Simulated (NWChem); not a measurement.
A series in which one site is exchanged, each optimised at PBE0/def2-SVP with NWChem, gas phase unless a solvent is named. All stand in one matching conformer (torsions within 35°), which need not be the lowest. Some are not confirmed as minima by frequencies. def2 effective core potentials on Cd, I; no spin-orbit coupling.

A: [OH][Cd][I] (CdHOI; site = I)
B: [OH][Cd][Br] (CdHOBr; site = Br)
C: [OH][CdH] (CdH2O; site = H)
D: [OH][Cd][Cl] (CdHOCl; site = Cl)

### Question
Rank them by orbital gap (eV), PBE0/def2-SVP, lowest first.

### Answer
A (5.72), B (6.19), D (6.37), C (7.00)
